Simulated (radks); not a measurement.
Values are calculated unless marked as measured or tabulated.
Task: Zn+, 29 electrons, occupied as [Ar] 3d10 4s1 (the NIST ground configuration). Code: a radial shooting solver on a logarithmic mesh with Libxc functionals. Model: non-relativistic Kohn-Sham, exchange-only B88, spin-polarised, spherical densities, point nucleus; open shells are filled with parallel spins first. Some entries of the table are withheld. Estimate them.

orbital,occ.,eigenvalue (Ry),<1/r> (bohr^-1),<r> (bohr)
1s up,1,-692.0927,29.51,0.05110
1s down,1,-692.0896,29.51,0.05111
2s down,1,-83.84365,6.434,0.2298
2s up,1,-83.84143,6.434,0.2298
2p down,3,-73.98804,6.402,0.1997
2p up,3,-73.98708,6.402,0.1997
3s down,1,-9.79595,2.047,0.6918
3s up,1,-9.79520,2.046,0.6923
3p up,3,-6.66819,1.916,0.7190
3p down,3,-6.66722,1.919,0.7178
3d up,5,-1.40176,(1),0.9050
3d down,5,-1.38522,(2),0.8854
4s up,1,-1.01111,0.5262,2.451
4s down,0,-0.88467,0.5281,2.465

Result: 
(1) 3d up <1/r> (bohr^-1): 1.513
(2) 3d down <1/r> (bohr^-1): 1.532
